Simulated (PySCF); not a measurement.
# One molecule, several mistakes: Al2H4NSi

All numbers below are calculated, not measured. They come from PySCF 2.14.0, an open-source quantum chemistry program, on an isolated molecule that a program drew, which may never have been made. The molecule is Al2H4NSi (charge 0, doublet), drawn as the SMILES string `[AlH][AlH][N]=[SiH2]`.

Each row is a Hartree-Fock (HF) and frozen-core CCSD(T) single point in the cc-pV(D+d)Z basis, meant for a local HF minimum. Run 1 is clean. Each other run has one planted mistake out of seven kinds, and not every kind appears here: one electron removed, one electron added, multiplicity raised by two, geometry at a saddle point, minimal basis STO-3G, one bond length entered in bohr, all coordinates scaled. The reference is restricted for singlets and unrestricted otherwise, and also for a bond in bohr. Adding or removing an electron swaps singlet and doublet. Electrons count all cores. HOMO and LUMO are orbital energies over both spins, the gradient is its largest component, and the lowest frequency (negative if imaginary) is given only where the gradient is small. Bond lengths are over the 7 bonds as drawn. T1 is the CCSD diagnostic: over 0.02 (restricted) or 0.045 (unrestricted) a single reference is doubtful.

Geometry of the clean run:
```xyz
8
Al2H4NSi, angstrom
Al   -3.3206    0.3671   -1.9071
Al   -1.1567    1.6297   -1.1526
N    -0.6073    1.4920    0.5126
Si   -0.1075    1.3713    1.9854
H    -3.3796   -1.1002   -2.5444
H    -0.4144    2.6537   -2.1164
H    -0.6180    2.1713    3.1147
H     0.9329    0.4331    2.4468
```

```
run,electrons,basis functions,<S^2>,HOMO (eV),LUMO (eV),gradient (hartree/bohr),lowest frequency (cm^-1),mean bond (Å),longest bond (Å),T1,HF (hartree),CCSD(T) (hartree),mistake
1,51,103,0.779,-6.90,0.73,8.7e-06,67,1.7252,2.616,0.0226,-829.51872,-829.94533,no fault
2,51,103,1.001,-7.15,0.49,3.1e-02,-,1.8373,2.787,0.0467,-829.49058,-829.92804,all coordinates scaled
3,51,103,0.946,-7.26,1.01,1.0e-02,-,2.0577,4.944,0.0456,-829.47517,-829.89927,one bond length entered in bohr
4,51,36,1.230,-2.78,7.65,6.7e-02,-,1.7252,2.616,0.0648,-819.55172,-819.75716,minimal basis STO-3G
5,51,103,0.762,-6.87,0.21,2.3e-05,-233,1.7330,2.657,0.0192,-829.50992,-829.93361,?
```

**Which mistake was planted in run 5, and what did it cost?**

The gradient is small, so the point is stationary, but the lowest frequency is imaginary (-233 cm^-1). So the mistake is: geometry at a saddle point. Subtracting run 1 and multiplying by 627.51 kcal/mol a hartree, the energy moved by 5.5 kcal/mol in HF and 7.4 kcal/mol in CCSD(T).

Cautions from the logs. Run 2: T1 is over the limit, so its CCSD(T) energy is less reliable; run 3: T1 is over the limit, so its CCSD(T) energy is less reliable; run 4: T1 is over the limit, so its CCSD(T) energy is less reliable.
